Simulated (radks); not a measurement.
Effect of the nuclear size on the rhodium ion Rh3+, [Kr] 4d6. Method: Dirac Kohn-Sham, relativistic LDA (MacDonald-Vosko exchange, VWN5 correlation), spin-unpolarised, spherical densities, finite nucleus; open shells are shared between the two j in proportion to 2j + 1; Fermi nuclear charge, rms radius 4.4945 fm; computed with a radial shooting solver on a logarithmic mesh with Libxc functionals. The rms radius is varied about that value; shifts are against it.

\begin{tabular}{lrrrrrrr}
rms radius (fm) & total energy shift (eV) & density at nucleus (e/bohr^3) & 1s1/2 shift (meV) & 2s1/2 shift (meV) & 4s1/2 shift (meV) & 4p1/2 shift (meV) & 5s1/2 (empty) shift (meV) \\ \hline
3.5956 & -0.788 & 1.23e+05 & -330 & -36.3 & -1.24 & 0.067 & -0.202 \\
4.099 & -0.365 & 1.211e+05 & -153 & -16.9 & -0.575 & 0.031 & -0.094 \\
4.4945 & 0 & 1.197e+05 & 0.000 & 0.000 & 0.000 & 0.000 & 0.000 \\
4.6968 & 0.198 & 1.19e+05 & 83.2 & 9.15 & 0.312 & -0.017 & 0.051 \\
5.1507 & 0.671 & 1.177e+05 & 281 & 31.0 & 1.06 & -0.057 & 0.172 \\
\end{tabular}

Slopes of the eigenvalues against <r^2> in GHz/fm^2, as finite differences over the two radii next to the reference (eigenvalue slopes, not the field-shift constants of lines): 1s1/2 10900, 2s1/2 1200, 4s1/2 40.8, 4p1/2 -2.19, 5s1/2 (empty) 6.65.
